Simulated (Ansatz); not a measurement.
Steps of a relaxation of CH₅GaOSi with RKS PBE-D4/def2-SVP.

```sh
$ ansatz run in.yaml --threads 4 --pin off --events-out ev --progress --plain --max-ram 10444MiB
```

```yaml
crystal:
  periodic: [false, false, false]
  atoms:
    - {symbol: O, position_ang: [-0.159500, 0.518200, -1.721100]}
    - {symbol: Si, position_ang: [-0.108900, 0.436400, -0.025500]}
    - {symbol: C, position_ang: [0.888800, -1.050400, 0.416400]}
    - {symbol: Ga, position_ang: [-0.832800, 0.156300, 1.744200]}
    - {symbol: H, position_ang: [-0.839500, 1.300600, -1.907400]}
    - {symbol: H, position_ang: [0.525800, 1.667100, 0.517200]}
    - {symbol: H, position_ang: [0.395700, -1.974000, 0.167800]}
    - {symbol: H, position_ang: [1.920600, -1.005400, -0.130700]}
    - {symbol: H, position_ang: [-1.701700, -0.095100, 0.922000]}
basis:
  gaussian: {orbitals: def2-SVP}
hamiltonian: {xc: pbe, dispersion: d4}
relax: {f_tol: 0.03, max_steps: 200}
```

Positions (Å) and forces (eV/Å) along the path, 15 of 20 steps:

```xyz
9
step=1 energy=-63386.5709 eV
O    -0.160    0.518   -1.721   -2.346    2.724   -0.227
Si   -0.109    0.436   -0.025    4.406   -1.595  -10.933
C     0.889   -1.050    0.416    0.401    1.900   -1.327
Ga   -0.833    0.156    1.744    5.187    0.164   17.803
H    -0.840    1.301   -1.907    1.671   -1.948   -0.086
H     0.526    1.667    0.517   -0.265    0.859    0.761
H     0.396   -1.974    0.168   -0.642   -0.977    0.074
H     1.921   -1.005   -0.131   -1.000    0.247    1.921
H    -1.702   -0.095    0.922   -7.412   -1.374   -7.986
9
step=3 energy=-63392.6349 eV
O    -0.236    0.579   -1.830   -0.268    0.047    0.074
Si   -0.036    0.358   -0.192    0.037   -0.304   -0.908
C     0.861   -1.040    0.372   -0.287    0.061   -0.120
Ga   -0.744    0.047    2.105    1.365   -0.504    3.260
H    -0.849    1.313   -1.954   -0.437    0.641   -0.606
H     0.431    1.668    0.535   -0.679   -0.363   -0.133
H     0.378   -2.010    0.169    0.039   -0.142    0.002
H     1.920   -0.991    0.020   -0.073   -0.065    0.974
H    -1.637    0.029    0.758    0.304    0.629   -2.542
9
step=4 energy=-63393.5587 eV
O    -0.293    0.604   -1.855    0.042   -0.296   -0.116
Si   -0.047    0.332   -0.235   -0.716    0.684    0.270
C     0.830   -1.041    0.374    0.241   -0.470    0.228
Ga   -0.676   -0.011    2.251    0.807   -0.440    0.701
H    -0.875    1.355   -1.991   -0.495    0.721   -0.430
H     0.370    1.646    0.520   -0.324   -0.413   -0.286
H     0.377   -2.030    0.171    0.092   -0.033    0.058
H     1.914   -0.995    0.127   -0.078   -0.157    0.705
H    -1.511    0.093    0.621    0.430    0.404   -1.131
9
step=5 energy=-63394.0153 eV
O    -0.356    0.633   -1.885   -0.103    0.001   -0.221
Si   -0.083    0.335   -0.267   -0.418    0.772    0.056
C     0.791   -1.040    0.391    0.766   -0.331    0.353
Ga   -0.530   -0.132    2.296    0.542   -0.406    0.047
H    -0.909    1.418   -2.043   -0.055    0.104   -0.134
H     0.337    1.628    0.473   -0.003   -0.184   -0.176
H     0.379   -2.049    0.187    0.064    0.021    0.052
H     1.913   -1.001    0.312   -0.599   -0.128    0.389
H    -1.453    0.162    0.519   -0.193    0.150   -0.366
9
step=6 energy=-63394.2040 eV
O    -0.408    0.610   -1.902   -0.051   -0.050   -0.117
Si   -0.097    0.369   -0.274   -0.201    0.668    0.061
C     0.785   -1.023    0.402    0.325   -0.113    0.466
Ga   -0.481   -0.324    2.321    0.397   -0.357   -0.101
H    -0.915    1.421   -2.088   -0.017    0.004   -0.057
H     0.377    1.668    0.392    0.060   -0.144   -0.162
H     0.387   -2.035    0.185    0.061    0.017    0.000
H     1.903   -0.992    0.428   -0.471   -0.059    0.131
H    -1.461    0.260    0.519   -0.103    0.033   -0.221
9
step=8 energy=-63394.4528 eV
O    -0.431    0.565   -1.919    0.060   -0.055    0.120
Si   -0.136    0.457   -0.259   -0.148    0.232   -0.067
C     0.733   -0.962    0.490    0.042   -0.098    0.057
Ga   -0.334   -0.682    2.351    0.050   -0.191    0.104
H    -0.912    1.376   -2.173    0.039   -0.115    0.022
H     0.453    1.744    0.277    0.050    0.019   -0.083
H     0.369   -1.970    0.177    0.000    0.089   -0.041
H     1.840   -0.960    0.545   -0.083    0.046   -0.036
H    -1.494    0.386    0.493   -0.012    0.073   -0.076
9
step=10 energy=-63394.5721 eV
O    -0.349    0.484   -1.887   -0.042    0.052    0.204
Si   -0.206    0.530   -0.195    0.127    0.132   -0.396
C     0.663   -0.914    0.566    0.106   -0.178   -0.313
Ga   -0.130   -0.991    2.467   -0.044   -0.133    0.339
H    -0.837    1.255   -2.240    0.079   -0.165    0.027
H     0.467    1.820    0.220   -0.027   -0.016    0.058
H     0.301   -1.877    0.115    0.048    0.183    0.062
H     1.777   -0.902    0.518   -0.177    0.070   -0.013
H    -1.597    0.548    0.419   -0.070    0.055    0.033
9
step=11 energy=-63394.6091 eV
O    -0.315    0.443   -1.881   -0.095    0.197    0.256
Si   -0.227    0.568   -0.184    0.098   -0.099   -0.265
C     0.632   -0.890    0.581   -0.125   -0.146    0.073
Ga   -0.046   -1.141    2.556    0.120   -0.021   -0.172
H    -0.805    1.189   -2.281    0.097   -0.182    0.032
H     0.471    1.846    0.223   -0.027    0.019    0.011
H     0.273   -1.832    0.086    0.045    0.139    0.074
H     1.743   -0.863    0.495   -0.131    0.055    0.019
H    -1.637    0.635    0.388    0.019    0.038   -0.029
9
step=12 energy=-63394.6272 eV
O    -0.274    0.440   -1.862    0.034   -0.016   -0.104
Si   -0.238    0.581   -0.179   -0.322    0.196   -0.039
C     0.567   -0.883    0.607    0.124   -0.030    0.033
Ga    0.114   -1.256    2.592    0.011    0.010    0.011
H    -0.756    1.150   -2.326    0.045   -0.070    0.085
H     0.450    1.864    0.229    0.056   -0.032    0.048
H     0.218   -1.815    0.099    0.028    0.011   -0.027
H     1.671   -0.814    0.489    0.049   -0.103    0.002
H    -1.663    0.686    0.335   -0.025    0.034   -0.009
9
step=14 energy=-63394.6334 eV
O    -0.170    0.471   -1.854   -0.304    0.302   -0.256
Si   -0.271    0.602   -0.170    0.056    0.012   -0.004
C     0.533   -0.880    0.614   -0.030   -0.041    0.008
Ga    0.278   -1.255    2.636    0.005    0.022   -0.049
H    -0.741    1.100   -2.351    0.300   -0.298    0.274
H     0.415    1.858    0.323   -0.019   -0.003   -0.008
H     0.140   -1.801    0.118    0.009    0.019    0.024
H     1.632   -0.853    0.427   -0.022    0.011    0.005
H    -1.727    0.711    0.239    0.005   -0.023    0.006
9
step=16 energy=-63394.6395 eV
O    -0.180    0.471   -1.859   -0.004    0.006   -0.007
Si   -0.289    0.582   -0.175   -0.006    0.017    0.004
C     0.523   -0.893    0.607    0.006   -0.015    0.003
Ga    0.338   -1.185    2.646    0.003    0.002   -0.002
H    -0.649    1.176   -2.339    0.005    0.000   -0.002
H     0.370    1.850    0.324   -0.001   -0.003   -0.001
H     0.104   -1.822    0.152   -0.001    0.000    0.006
H     1.616   -0.882    0.386   -0.002   -0.002    0.000
H    -1.745    0.657    0.241   -0.001   -0.005   -0.001
9
step=17 energy=-63394.6388 eV rejected
O    -0.135    0.500   -1.860   -0.019    0.016    0.054
Si   -0.318    0.567   -0.178   -0.009    0.015   -0.041
C     0.494   -0.907    0.602    0.079   -0.152    0.045
Ga    0.486   -1.099    2.674    0.000    0.013   -0.119
H    -0.544    1.242   -2.340    0.005   -0.005    0.008
H     0.300    1.839    0.369   -0.017   -0.010   -0.017
H     0.020   -1.845    0.214    0.061    0.110    0.045
H     1.575   -0.937    0.307   -0.125    0.002    0.038
H    -1.788    0.595    0.194    0.025    0.012   -0.013
9
step=18 energy=-63394.6400 eV
O    -0.168    0.482   -1.860   -0.047    0.089   -0.056
Si   -0.306    0.570   -0.176   -0.010    0.030   -0.029
C     0.511   -0.903    0.605    0.001   -0.036    0.016
Ga    0.410   -1.140    2.659    0.004    0.004   -0.021
H    -0.586    1.222   -2.340    0.053   -0.097    0.068
H     0.332    1.845    0.338    0.002   -0.009    0.006
H     0.066   -1.838    0.186    0.009    0.027    0.010
H     1.597   -0.911    0.348   -0.018    0.003    0.002
H    -1.767    0.626    0.223    0.006   -0.010    0.005
9
step=19 energy=-63394.6402 eV
O    -0.159    0.487   -1.861   -0.015    0.029   -0.002
Si   -0.309    0.570   -0.178    0.003   -0.006    0.004
C     0.506   -0.903    0.604    0.005   -0.031    0.012
Ga    0.429   -1.125    2.661    0.003    0.003   -0.023
H    -0.575    1.227   -2.340    0.013   -0.023    0.015
H     0.326    1.840    0.349   -0.011    0.003   -0.009
H     0.053   -1.838    0.194    0.009    0.015    0.008
H     1.590   -0.917    0.337   -0.012    0.000    0.004
H    -1.772    0.612    0.217    0.006    0.010   -0.009
9
step=20 energy=-63394.6404 eV
O    -0.153    0.491   -1.860    0.015   -0.026    0.027
Si   -0.310    0.568   -0.178   -0.011    0.007   -0.004
C     0.504   -0.906    0.604    0.005   -0.015    0.006
Ga    0.442   -1.119    2.661    0.002    0.001   -0.011
H    -0.569    1.229   -2.338   -0.014    0.027   -0.019
H     0.316    1.842    0.352    0.005   -0.003   -0.003
H     0.046   -1.840    0.198    0.006    0.012    0.004
H     1.586   -0.923    0.331   -0.010    0.000    0.003
H    -1.774    0.612    0.210    0.001   -0.003   -0.004
```

Run time 23 s (4 threads of an Arm Neoverse V1 on a shared host); peak host memory 0.16 GiB.
